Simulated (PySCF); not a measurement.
C5H7N2OS (doublet state).
Numbering: `[CH2:1][O:2][CH2:3][CH2:4][c:5]1[cH:6][n:7][s:8][n:9]1` (hydrogens: H10, H11 on C1; H12, H13 on C3; H14, H15 on C4; H16 on C6)

Geometry (GFN2-xTB, Å), atoms numbered from 1 in this order:
```xyz
16
C5H7N2OS angstrom
C      2.2577    0.7271    0.4971
O      1.2973   -0.0495    1.0648
C      0.8413   -1.1291    0.2961
C     -0.0372   -0.6777   -0.8890
C     -1.2951   -0.0445   -0.4105
C     -1.4292    1.2572    0.1281
N     -2.6549    1.5387    0.4965
S     -3.6024    0.2544    0.1954
N     -2.4416   -0.6960   -0.4201
H      2.9029    0.3009   -0.2529
H      2.5985    1.5189    1.1337
H      0.2587   -1.7585    0.9734
H      1.6910   -1.7048   -0.0966
H     -0.2820   -1.5489   -1.4956
H      0.5323    0.0400   -1.4844
H     -0.6449    1.9805    0.2526
```

The hyperfine couplings belong to this conformer and change with its torsions.

Computed with PySCF 2.14.0, UKS B3LYP, pcH-1 on C H N O S, non-relativistic, mean-field spin-orbit, GIAO. The structure is a single GFN2-xTB conformer in the gas phase; no vibrational or solvent corrections. The geometry wasn't refined by DFT: couplings that depend on bond lengths, twists or pyramidal angles can differ widely from those at the functional's own minimum. The SCF solution wasn't tested for stability.

Principal values of hyperfine tensors in MHz (contact, dipolar and spin–orbit terms together), for some of the nuclei:

```json
{"atom": "C1", "isotope": "13C", "A1": "60.60", "A2": "62.17", "A3": "281.84"}
{"atom": "H11", "isotope": "1H", "A1": "-79.19", "A2": "-46.05", "A3": "-8.66"}
{"atom": "H10", "isotope": "1H", "A1": "-70.50", "A2": "-36.64", "A3": "-0.42"}
{"atom": "H13", "isotope": "1H", "A1": "3.99", "A2": "4.21", "A3": "15.06"}
{"atom": "C3", "isotope": "13C", "A1": "-5.63", "A2": "-4.74", "A3": "-1.06"}
{"atom": "H14", "isotope": "1H", "A1": "-4.38", "A2": "-3.64", "A3": "0.80"}
{"atom": "H15", "isotope": "1H", "A1": "-6.49", "A2": "-4.15", "A3": "7.29"}
{"atom": "H12", "isotope": "1H", "A1": "-2.48", "A2": "-1.73", "A3": "7.32"}
```

**Question.** Give the isotropic coupling of each nucleus in MHz and in mT (g = 2.0034), and the anisotropic part.

**Answer.** a_iso is a third of the trace, T = A − a_iso, and a(mT) = a(MHz)/(g × 13.996).

| atom | a_iso (MHz) | a_iso (mT) | T1 | T2 | T3 |
| --- | --- | --- | --- | --- | --- |
| C1 | 134.87 | 4.810 | -74.27 | -72.70 | 146.97 |
| H11 | -44.63 | -1.592 | -34.56 | -1.42 | 35.98 |
| H10 | -35.85 | -1.279 | -34.65 | -0.79 | 35.44 |
| H13 | 7.75 | 0.277 | -3.76 | -3.54 | 7.30 |
| C3 | -3.81 | -0.136 | -1.82 | -0.93 | 2.75 |
| H14 | -2.41 | -0.086 | -1.97 | -1.24 | 3.21 |
| H15 | -1.12 | -0.040 | -5.37 | -3.03 | 8.41 |
| H12 | 1.04 | 0.037 | -3.52 | -2.77 | 6.29 |

**Question.** What spin density at the nucleus of C1 lies behind its contact coupling (g_N = 1.40482)?

**Answer.** a_FC = 800.24 MHz bohr³ × g_N × ρ(0)/(2S). With a_FC = 134.88 MHz and 2S = 1, ρ(0) = 0.12 bohr⁻³.

**Question.** O2 (17O, g_N = -0.75752) isn't in the table. Its spin density at the nucleus is 0.03771 bohr⁻³. What is its contact coupling?

**Answer.** By the same relation, a_FC = -22.9 MHz. Its full tensor has the principal values -94.22, 11.42, 14.35 MHz.

**Question.** Which nucleus of the table has the largest anisotropic coupling, and what is its form?

**Answer.** C1: -74.3, -72.7, 147.0 MHz (the dipolar term alone has -74.1, -72.8, 147.0), axial, in the ratio −1:−1:+2, the form that spin in one p orbital centred on that nucleus gives.

**Question.** In a single crystal, with the field along each principal axis of the tensor of H11 in turn, what first-order splitting does this nucleus give (isotropic g, quadrupole terms neglected)?

**Answer.** 2 lines (I = 1/2), spaced by |A_i|/(g × 13.996): 2.82, 1.64, 0.31 mT along the axes of A1, A2 and A3.

On one thread, Arm Neoverse V1 (aarch64), shared host with 32 logical CPUs at a one-minute load of 41, this took 2.3 min (grids of density and orbitals included) and 1.1 GiB of memory at its peak.
